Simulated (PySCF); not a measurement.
## Calculated data, Ge₂H₇N, BGe₂H₅O, CH₆AlGeN, AlGeH₈NSi and others

Computed with PySCF 2.14.0. Calculation on a computer-drawn molecule: the log of a Hartree-Fock and frozen-core CCSD(T) single point meant for a local Hartree-Fock minimum, with one planted fault or none, to be diagnosed. Offsets are logged minus clean, where the clean run is the same molecule without the fault. The reference is restricted for singlets and unrestricted otherwise, and also for a bond in bohr or an excited solution. Adding or removing an electron swaps singlet and doublet. The excited solution moves the top pair (singlet) or top alpha electron (doublet) to the lowest empty orbital. Highest occupied and lowest empty are orbital energies over both spins, largest force is the largest gradient component, triples share is (T) over the correlation energy, the T1 limit is 0.02 restricted and 0.045 unrestricted, electrons count all cores, a negative frequency is imaginary (commonest isotopes), and the dipole is about the centre of nuclear charge; on germanium a core potential holds 10 electrons, which the energies leave out, and 3d is frozen in MP2 and coupled-cluster steps.

Common to all runs: meant multiplicity 1; meant basis and core potential on germanium cc-pVDZ-PP ECP10MDF; logged SCF converged yes; possible faults no fault, one electron removed, one electron added, multiplicity raised by two, geometry at a saddle point, SCF held on an excited solution, minimal basis STO-3G, one bond length entered in bohr, all coordinates scaled.

```json
{"entry": 1, "formula": "Ge2H7N", "logged_structure": {"atoms_angstrom": [["Ge", 1.19, 0.7706, 0.1146], ["N", 1.2683, 2.517, 0.6852], ["Ge", -0.0992, 3.5749, 1.3116], ["H", 2.5907, 0.1616, 0.2337], ["H", 0.2004, 0.0359, 1.0207], ["H", 0.7221, 0.645, -1.3445], ["H", 2.7371, 3.4939, -0.0218], ["H", 0.5077, 4.6889, 2.1703], ["H", -1.0203, 2.6856, 2.1487], ["H", -0.9165, 4.2177, 0.179]]}, "given": {"meant_charge": 0, "meant_basis": "cc-pVDZ", "logged_electrons": 78, "logged_basis_functions": 95, "logged_spin_squared": 0.7996, "logged_highest_occupied [eV]": -9.8479, "logged_lowest_empty [eV]": 1.9936, "logged_largest_force [hartree/bohr]": 0.016257, "logged_T1_diagnostic": 0.067496, "logged_D1_diagnostic": 0.35872, "logged_triples_share": 0.03574, "logged_CC_converged": "yes", "logged_dipole_magnitude [debye]": 0.8647, "logged_SCF_stable_within_its_kind": "yes", "logged_energy_HF [hartree]": -645.13961, "logged_energy_CCSD(T) [hartree]": -645.57102, "drawn_bonds_atom": [1, 2, 1, 1, 1, 2, 3, 3, 3], "drawn_bonds_other_atom": [2, 3, 4, 5, 6, 7, 8, 9, 10], "drawn_bonds_order": [1, 1, 1, 1, 1, 1, 1, 1, 1]}, "results": {"planted_fault": "one bond length entered in bohr, row 6 of the drawn bonds", "HF_energy_offset_from_clean_run [kcal/mol]": 84.68, "CCSD(T)_energy_offset_from_clean_run [kcal/mol]": 88.82}, "notes": ["T1 above single-reference limit"]}
{"entry": 2, "formula": "Ge2H7N", "logged_structure": {"atoms_angstrom": [["Ge", 1.19, 0.7706, 0.1146], ["N", 1.2683, 2.517, 0.6852], ["Ge", -0.0992, 3.5749, 1.3116], ["H", 2.5907, 0.1616, 0.2337], ["H", 0.2004, 0.0359, 1.0207], ["H", 0.7221, 0.645, -1.3445], ["H", 2.0456, 3.0339, 0.3111], ["H", 0.5077, 4.6889, 2.1703], ["H", -1.0203, 2.6856, 2.1487], ["H", -0.9165, 4.2177, 0.179]]}, "given": {"meant_charge": 0, "meant_basis": "cc-pVDZ", "logged_electrons": 77, "logged_basis_functions": 95, "logged_spin_squared": 0.7645, "logged_highest_occupied [eV]": -17.619, "logged_lowest_empty [eV]": -5.7033, "logged_largest_force [hartree/bohr]": 0.084372, "logged_T1_diagnostic": 0.025423, "logged_D1_diagnostic": 0.14356, "logged_triples_share": 0.023748, "logged_CC_converged": "yes", "logged_dipole_magnitude [debye]": 2.0526, "logged_SCF_stable_within_its_kind": "yes", "logged_energy_HF [hartree]": -644.98829, "logged_energy_CCSD(T) [hartree]": -645.3886, "drawn_bonds_atom": [1, 2, 1, 1, 1, 2, 3, 3, 3], "drawn_bonds_other_atom": [2, 3, 4, 5, 6, 7, 8, 9, 10], "drawn_bonds_order": [1, 1, 1, 1, 1, 1, 1, 1, 1]}, "results": {"planted_fault": "one electron removed", "HF_energy_offset_from_clean_run [kcal/mol]": 179.6, "CCSD(T)_energy_offset_from_clean_run [kcal/mol]": 203.3}}
{"entry": 3, "formula": "Ge2H7N", "logged_structure": {"atoms_angstrom": [["Ge", 1.19, 0.7706, 0.1146], ["N", 1.2683, 2.517, 0.6852], ["Ge", -0.0992, 3.5749, 1.3116], ["H", 2.5907, 0.1616, 0.2337], ["H", 0.2004, 0.0359, 1.0207], ["H", 0.7221, 0.645, -1.3445], ["H", 2.0456, 3.0339, 0.3111], ["H", 0.5077, 4.6889, 2.1703], ["H", -1.0203, 2.6856, 2.1487], ["H", -0.9165, 4.2177, 0.179]]}, "given": {"meant_charge": 0, "meant_basis": "cc-pVDZ", "logged_electrons": 79, "logged_basis_functions": 95, "logged_spin_squared": 0.7595, "logged_highest_occupied [eV]": 2.8293, "logged_lowest_empty [eV]": 8.5121, "logged_largest_force [hartree/bohr]": 0.013989, "logged_T1_diagnostic": 0.01368, "logged_D1_diagnostic": 0.044354, "logged_triples_share": 0.029663, "logged_CC_converged": "yes", "logged_dipole_magnitude [debye]": 0.19056, "logged_SCF_stable_within_its_kind": "yes", "logged_energy_HF [hartree]": -645.15741, "logged_energy_CCSD(T) [hartree]": -645.62457, "drawn_bonds_atom": [1, 2, 1, 1, 1, 2, 3, 3, 3], "drawn_bonds_other_atom": [2, 3, 4, 5, 6, 7, 8, 9, 10], "drawn_bonds_order": [1, 1, 1, 1, 1, 1, 1, 1, 1]}, "results": {"planted_fault": "one electron added", "HF_energy_offset_from_clean_run [kcal/mol]": 73.51, "CCSD(T)_energy_offset_from_clean_run [kcal/mol]": 55.22}, "notes": ["highest electron not bound in this basis"]}
{"entry": 4, "formula": "BGe2H5O", "logged_structure": {"atoms_angstrom": [["Ge", 1.2317, 1.6676, 3.4421], ["B", 2.2182, 3.0829, 2.1768], ["O", 2.2618, 3.1293, 0.8321], ["Ge", 1.6142, 1.9852, -0.3872], ["H", 2.5376, 0.7731, 3.5607], ["H", 2.7792, 3.9823, 2.7726], ["H", 2.8006, 1.4686, -1.189], ["H", 0.6302, 2.7633, -1.2502], ["H", 0.9185, 0.8554, 0.3813]]}, "given": {"meant_charge": 0, "meant_basis": "cc-pVDZ", "logged_electrons": 82, "logged_basis_functions": 99, "logged_spin_squared": 0.0, "logged_highest_occupied [eV]": -5.5843, "logged_lowest_empty [eV]": -1.8045, "logged_largest_force [hartree/bohr]": 0.068698, "logged_dipole_magnitude [debye]": 2.6568, "logged_SCF_stable_within_its_kind": "no", "logged_energy_HF [hartree]": -689.03424, "drawn_bonds_atom": [1, 2, 3, 1, 2, 4, 4, 4], "drawn_bonds_other_atom": [2, 3, 4, 5, 6, 7, 8, 9], "drawn_bonds_order": [1, 1, 1, 1, 1, 1, 1, 1]}, "results": {"planted_fault": "SCF held on an excited solution", "HF_energy_offset_from_clean_run [kcal/mol]": 114.2}, "notes": ["coupled-cluster numbers left out as unreliable"]}
{"entry": 5, "formula": "CH6AlGeN", "logged_structure": {"atoms_angstrom": [["N", 0.808, 3.8609, 2.0316], ["Al", 0.2272, 3.0085, 0.5955], ["C", -0.2647, 1.1524, 0.652], ["Ge", -0.8478, 0.2781, -0.7756], ["H", 1.0757, 4.827, 2.0521], ["H", 0.9221, 3.4638, 2.9452], ["H", 0.1225, 3.8273, -0.7551], ["H", -0.2099, 0.5496, 1.5568], ["H", -1.0007, 0.9308, -2.1419], ["H", -1.2523, -1.1926, -0.7929]]}, "given": {"meant_charge": 0, "meant_basis": "cc-pV(D+d)Z", "logged_electrons": 64, "logged_basis_functions": 104, "logged_spin_squared": 0.0, "logged_highest_occupied [eV]": -8.4257, "logged_lowest_empty [eV]": 1.5973, "logged_largest_force [hartree/bohr]": 1.2371e-05, "logged_lowest_frequency [cm^-1]": 72.898, "logged_T1_diagnostic": 0.015107, "logged_D1_diagnostic": 0.04939, "logged_triples_share": 0.032045, "logged_CC_converged": "yes", "logged_dipole_magnitude [debye]": 1.0864, "logged_SCF_stable_within_its_kind": "yes", "logged_energy_HF [hartree]": -631.09508, "logged_energy_CCSD(T) [hartree]": -631.62993, "drawn_bonds_atom": [1, 2, 3, 1, 1, 2, 3, 4, 4], "drawn_bonds_other_atom": [2, 3, 4, 5, 6, 7, 8, 9, 10], "drawn_bonds_order": [1, 1, 2, 1, 1, 1, 1, 1, 1]}, "results": {"planted_fault": "no fault", "HF_energy_offset_from_clean_run [kcal/mol]": 0.0, "CCSD(T)_energy_offset_from_clean_run [kcal/mol]": 0.0}}
{"entry": 6, "formula": "AlGeH8NSi", "logged_structure": {"atoms_angstrom": [["N", -1.9309, -0.1629, -0.2277], ["Al", -0.4225, -0.0053, 0.9786], ["Ge", 1.2684, 2.1485, 0.7472], ["Si", 3.7079, 1.525, -0.0761], ["H", -2.6571, -0.9931, -0.224], ["H", -2.2046, 0.5605, -1.0132], ["H", -0.1883, -1.2641, 2.1519], ["H", 1.4443, 2.9343, 2.2375], ["H", 0.6566, 3.305, -0.3285], ["H", 4.3984, 0.4743, 0.9624], ["H", 3.6385, 0.8155, -1.5435], ["H", 4.6551, 2.846, -0.1854]]}, "given": {"meant_charge": 0, "meant_basis": "cc-pV(D+d)Z", "logged_electrons": 74, "logged_basis_functions": 123, "logged_spin_squared": 0.0, "logged_highest_occupied [eV]": -9.2937, "logged_lowest_empty [eV]": 1.1973, "logged_largest_force [hartree/bohr]": 0.054387, "logged_T1_diagnostic": 0.017458, "logged_D1_diagnostic": 0.062849, "logged_triples_share": 0.029539, "logged_CC_converged": "yes", "logged_dipole_magnitude [debye]": 1.6925, "logged_SCF_stable_within_its_kind": "yes", "logged_energy_HF [hartree]": -883.30262, "logged_energy_CCSD(T) [hartree]": -883.8385, "drawn_bonds_atom": [1, 2, 3, 1, 1, 2, 3, 3, 4, 4, 4], "drawn_bonds_other_atom": [2, 3, 4, 5, 6, 7, 8, 9, 10, 11, 12], "drawn_bonds_order": [1, 1, 1, 1, 1, 1, 1, 1, 1, 1, 1]}, "results": {"planted_fault": "all coordinates scaled, by +9.9 %", "HF_energy_offset_from_clean_run [kcal/mol]": 50.77, "CCSD(T)_energy_offset_from_clean_run [kcal/mol]": 41.0}}
{"entry": 7, "formula": "AlGeH4N2", "logged_structure": {"atoms_angstrom": [["N", 0.0007, 2.3281, 0.9391], ["Al", 0.5664, 0.9263, 0.1233], ["N", 1.1122, -0.4267, -0.6644], ["Ge", 1.6698, -1.8053, -1.4577], ["H", -0.4803, 3.096, 0.5034], ["H", 0.1013, 2.504, 1.9238], ["H", 1.4677, -1.987, -2.9472], ["H", 2.3898, -2.9046, -0.7056]]}, "given": {"meant_charge": 1, "meant_basis": "cc-pV(D+d)Z", "logged_electrons": 61, "logged_basis_functions": 94, "logged_spin_squared": 0.7589, "logged_highest_occupied [eV]": -19.265, "logged_lowest_empty [eV]": -11.871, "logged_largest_force [hartree/bohr]": 0.10373, "logged_T1_diagnostic": 0.068501, "logged_D1_diagnostic": 0.41191, "logged_triples_share": 0.035375, "logged_CC_converged": "yes", "logged_dipole_magnitude [debye]": 15.277, "logged_SCF_stable_within_its_kind": "yes", "logged_energy_HF [hartree]": -645.81486, "logged_energy_CCSD(T) [hartree]": -646.28759, "drawn_bonds_atom": [1, 2, 3, 1, 1, 4, 4], "drawn_bonds_other_atom": [2, 3, 4, 5, 6, 7, 8], "drawn_bonds_order": [1, 2, 1, 1, 1, 1, 1]}, "results": {"planted_fault": "one electron removed", "HF_energy_offset_from_clean_run [kcal/mol]": 313.5, "CCSD(T)_energy_offset_from_clean_run [kcal/mol]": 337.7}, "notes": ["T1 above single-reference limit"]}
{"entry": 8, "formula": "AlGeH4N2", "logged_structure": {"atoms_angstrom": [["N", 0.0007, 2.3281, 0.9391], ["Al", 0.5664, 0.9263, 0.1233], ["N", 1.1122, -0.4267, -0.6644], ["Ge", 1.6698, -1.8053, -1.4577], ["H", -0.9082, 3.7791, 0.1157], ["H", 0.1013, 2.504, 1.9238], ["H", 1.4677, -1.987, -2.9472], ["H", 2.3898, -2.9046, -0.7056]]}, "given": {"meant_charge": 1, "meant_basis": "cc-pV(D+d)Z", "logged_electrons": 62, "logged_basis_functions": 94, "logged_spin_squared": 0.7011, "logged_highest_occupied [eV]": -15.119, "logged_lowest_empty [eV]": -3.9491, "logged_largest_force [hartree/bohr]": 0.024547, "logged_T1_diagnostic": 0.066654, "logged_D1_diagnostic": 0.31979, "logged_triples_share": 0.03939, "logged_CC_converged": "yes", "logged_dipole_magnitude [debye]": 2.4996, "logged_SCF_stable_within_its_kind": "yes", "logged_energy_HF [hartree]": -646.16269, "logged_energy_CCSD(T) [hartree]": -646.67504, "drawn_bonds_atom": [1, 2, 3, 1, 1, 4, 4], "drawn_bonds_other_atom": [2, 3, 4, 5, 6, 7, 8], "drawn_bonds_order": [1, 2, 1, 1, 1, 1, 1]}, "results": {"planted_fault": "one bond length entered in bohr, row 4 of the drawn bonds", "HF_energy_offset_from_clean_run [kcal/mol]": 95.21, "CCSD(T)_energy_offset_from_clean_run [kcal/mol]": 94.54}, "notes": ["T1 above single-reference limit"]}
```
